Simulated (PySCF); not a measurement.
# One molecule, several mistakes: GeH6NOSi

Calculated results; nothing here was measured. The program is PySCF 2.14.0, an open-source quantum chemistry code, run on an isolated molecule that a program drew, which may never have been made. The molecule is GeH6NOSi (charge 0, doublet), drawn as the SMILES string `[NH2][Ge]([OH])[SiH3]`.

Each row is a Hartree-Fock (HF) and frozen-core CCSD(T) single point in the cc-pV(D+d)Z basis, meant for a local HF minimum. Run 1 is clean. Each other run has one planted mistake out of seven kinds, and not every kind appears here: one electron removed, one electron added, multiplicity raised by two, geometry at a saddle point, minimal basis STO-3G, one bond length entered in bohr, all coordinates scaled. The reference is restricted for singlets and unrestricted otherwise, and also for a bond in bohr. Adding or removing an electron swaps singlet and doublet. Electrons count all cores. HOMO and LUMO are orbital energies over both spins, the gradient is its largest component, and the lowest frequency (negative if imaginary) is given only where the gradient is small. Bond lengths are over the 9 bonds as drawn. T1 is the CCSD diagnostic: over 0.02 (restricted) or 0.045 (unrestricted) a single reference is doubtful. Germanium has the cc-pVDZ-PP basis, with a core potential (ECP10MDF) in place of its 10 inner electrons, and its 3s, 3p and 3d shells are frozen in CCSD(T).

Geometry of the clean run:
```xyz
10
GeH6NOSi, angstrom
N     1.5122    1.0634   -1.3299
Ge    0.0864   -0.0186   -1.7918
O     0.8705   -1.5218   -2.3705
Si   -1.2482   -0.4675    0.1983
H     2.1777    1.2261   -2.0679
H     1.2662    1.9540   -0.9312
H     1.7171   -1.6850   -1.9757
H    -1.7338    0.8247    0.7405
H    -0.4713   -1.1739    1.2449
H    -2.4114   -1.2943   -0.1935
```

| run | electrons | basis functions | <S^2> | HOMO (eV) | LUMO (eV) | gradient (hartree/bohr) | lowest frequency (cm^-1) | mean bond (Å) | longest bond (Å) | T1 | HF (hartree) | CCSD(T) (hartree) | mistake |
|---|---|---|---|---|---|---|---|---|---|---|---|---|---|
| 1 | 67 | 104 | 0.763 | -8.06 | 1.27 | 2.3e-05 | 90 | 1.4983 | 2.438 | 0.0172 | -715.12978 | -715.73487 | no fault |
| 2 | 66 | 104 | 0.000 | -16.55 | -6.19 | 7.0e-02 | - | 1.4983 | 2.438 | 0.0231 | -714.86722 | -715.47983 | one electron removed |
| 3 | 68 | 104 | 0.000 | -0.56 | 8.58 | 6.8e-02 | - | 1.4983 | 2.438 | 0.0145 | -715.11485 | -715.74485 | one electron added |
| 4 | 67 | 104 | 0.760 | -7.61 | 1.90 | 8.6e-02 | - | 1.3934 | 2.267 | 0.0149 | -715.07463 | -715.66516 | ? |

**Which mistake was planted in run 4, and what did it cost?**

The mean and the longest bond both change by the same factor, 0.930, and the gradient is no longer small. So the mistake is: all coordinates scaled. Subtracting run 1 and multiplying by 627.51 kcal/mol a hartree, the energy moved by 34.6 kcal/mol in HF and 43.7 kcal/mol in CCSD(T).

Cautions from the logs. Run 2: T1 is over the limit, so its CCSD(T) energy is less reliable.
